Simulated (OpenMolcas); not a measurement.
neutral ruthenium.

```json
{
  "Program": "OpenMolcas 26.06",
  "Basis": "ANO-RCC-VQZP [8s7p5d3f2g1h]",
  "Scalar Hamiltonian": "DKH2, point nucleus",
  "Active space": "8 electrons in 6 orbitals (4d 5s)",
  "State averaging": "2S+1 = 5 even, 15 roots; 2S+1 = 3 even, 75 roots kept (CI in the orbitals of an earlier block); 2S+1 = 1 even, 57 roots kept (CI in the orbitals of an earlier block)",
  "Spin-orbit coupling": "RASSI with atomic mean-field integrals over the reference wave functions, term energies averaged over their components"
}
```

Two sets of levels on these reference wave functions, in cm-1 above 4d7 5s 5F5: one from CASSCF and one from MS-CASPT2, IPEA 0.25 Eh, imaginary shift 0.1 Eh (closed shells correlated: 4s 4p).

```csv
Level,Set 1,Set 2
4d7 5s 5F5,0.0,0.0
4d7 5s 5F4,1213,1228
4d7 5s 5F3,2160,2170
4d7 5s 5F2,2820,2840
4d7 5s 5F1,3230,3260
4d7 5s 3F4(1),5940,9350
4d6 5s2 5D4,4890,10260
4d7 5s 3F3(1) [66 %],7490,10930
4d6 5s2 5D3 [67 %],6020,11350
4d6 5s2 5D2,6640,11750
4d7 5s 3F2(1),8390,12130
4d6 5s2 5D1,7040,12190
4d6 5s2 5D0,7230,12390
4d7 5s 5P3,9330,12950
4d7 5s 5P2 [70 %],9150,13050
4d7 5s 5P1,10060,13840
```

Question: Which set is which?

Answer: Set 1 is MS-CASPT2. Its levels of the other terms of 4d7 5s lie at 0.63 to 0.73 of the other set's values, as expected, since terms of lower spin or lower L gain more correlation energy than the Hund ground term. Against 12 measured levels (NIST Handbook of Basic Atomic Spectroscopic Data) the mean absolute deviation is 1200 cm-1 with it and 2300 cm-1 without; single levels miss by up to 2600 cm-1 with it.

CASPT2 does not keep the components of a term degenerate, so their means are used; among the terms shown or strongly mixed into the levels shown the widest spread is 1500 cm-1 (4d7 5s 5F, MS-CASPT2). Terms from blocks run as CI alone lack orbitals of their own. Configurations are named by rounded mean occupations; where the s occupation lies near a half they are strongly mixed, a name can repeat and a true partner stay unpaired. A single d shell beside an s shell can misplace configurations of different d count against each other. Without dynamic correlation excited terms often stand tens of per cent too high (terms of higher spin than the ground term too low), and those without a measured partner can miss by more than the paired ones (holds for CASSCF). Blocks of more than 70 roots (2S+1 = 3 even) ran without multistate coupling (holds for MS-CASPT2). Computed and measured levels are paired by configuration, term and J; levels that our copy of the source lacks, or whose pairing is in doubt (as where it misses far off the trend of its configuration), stay unpaired and out of the deviations. Only configurations of the active space appear. Levels that lie high or do not pair safely by name in every column are left out.

A share in square brackets marks a mixed level and gives the weight of the term that names it, the lowest over the columns. A number in round brackets counts repeated terms of one configuration in the order of the reference energies.
